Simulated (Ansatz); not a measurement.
`CCN[SiH3]` + `C#CO` → `C#CO[SiH3]` + `CCN` at 400 K and 1 bar (ligand exchange at the Si–N bond).

Program: Ansatz. Geometries: PBE0-D4/def2-TZVP. ΔE: electronic, gas phase. CBS: MP2 limit from def2 TZ/QZ plus the TZ coupled-cluster correction, frozen cores. This one scheme is used for every species. One conformer a species, not always the lowest.

```tsv
species	CCSD(T)/CBS energy (Eh)	H − E (kJ/mol)	S (J/(mol·K))
`CCN[SiH3]`	-425.31370	314.1	366.0
`C#CO`	-152.38380	102.4	264.4
`C#CO[SiH3]`	-442.69805	153.1	334.2
`CCN`	-135.01652	265.7	294.1
```

H − E and S are ideal-gas, rigid-rotor, harmonic terms from PBE0-D4/def2-TZVP, for one conformer and one mirror image of each species. 1 Eh = 2625.50 kJ/mol, R = 8.31446 J/(mol·K).

Problem. By hand: ΔE, ΔH, ΔS and ΔG.

Solution. ΔE = (-442.69805) + (-135.01652) − (-425.31370) − (-152.38380) = -0.01707 Eh = -44.8 kJ/mol. Δ(H − E) = 153.1 + 265.7 − 314.1 − 102.4 = 2.3, so ΔH = -42.5 kJ/mol. ΔS = 334.2 + 294.1 − 366.0 − 264.4 = -2.1 J/(mol·K). ΔG = -42.5 − 400 × (-2.1)/1000 = -41.7 kJ/mol.

Problem. By hand: the equilibrium constant, and the temperature at which ΔG would vanish if ΔH and ΔS stayed fixed.

Solution. log₁₀ K = −ΔG/(RT ln 10) = 5.4. ΔG = 0 at ΔH/ΔS = 20238 K, far beyond where these terms or the molecules hold.

The number of gas molecules stays the same, so ΔS is small and ΔH decides. A doubt of 5 kJ/mol in ΔE shifts log₁₀ K by 0.7 here. Other conformers and mirror images would add mixing entropy, several J/(mol·K) or more a flexible species. Modes under 60 cm⁻¹, often nearly free rotors, make the harmonic entropy too high. These are equilibria of isolated gas molecules and say nothing of rates. Largest T1 diagnostic: 0.013 (customary marks: 0.02 for closed shells, 0.045 for open ones).
